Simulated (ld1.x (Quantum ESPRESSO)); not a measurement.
Br (Z = 35): excitation energies, all-electron against TM

bromine, norm-conserving Troullier–Martins (Kleinman–Bylander form), made with ld1.x (Quantum ESPRESSO) 7.5 (PBE, scalar-relativistic). Core [Ar] 3d10, reference 4s2 4p4.5 (charge +0.5). Waves: 4s (bound): rc 1.45 bohr; 4p (bound): rc 1.25 bohr; 4d channel at 0.4 Ry: rc 1.35 bohr. Local part: all-electron potential smoothed inside 1.00 bohr (lloc = -1). Core correction: Bessel-smoothed model core inside 0.65 bohr.

Energies are relative to the spin-unpolarised reference configuration 4s2 4p4.5; without spin polarisation the order of configurations can differ from experiment.

```
valence configuration  charge  ΔE all-electron (eV)  error AE − PS (meV)
              4s2 4p5       0                -5.075                 +2.0
              4s2 4p4      +1                 7.479                 +0.4
              4s2 4p3      +2                30.240                 +8.9
              4s1 4p5      +1                20.483                 +3.5
              4s2 4p1      +4               110.247                  -30
```

(1) What are ΔE and the potential's error for 4s2 4p5.3?

(2) What are ΔE and the potential's error for 4s1 4p6?

Levels in the configuration 4s1 4p6:

```tsv
level	all-electron (eV)	pseudo (eV)
4s	-20.925	-20.927
4p	-8.458	-8.457
```

Note: ghost state, extra bound levels that the all-electron valence spectrum of the same l lacks: s at -107.9 eV. A true bound ghost makes a file unfit for plane-wave use.

## Answers

(1) ΔE = -7.038 eV all-electron; the error (AE − PS) is +3.9 meV.

(2) ΔE = 7.296 eV all-electron; the error (AE − PS) is -1.8 meV.
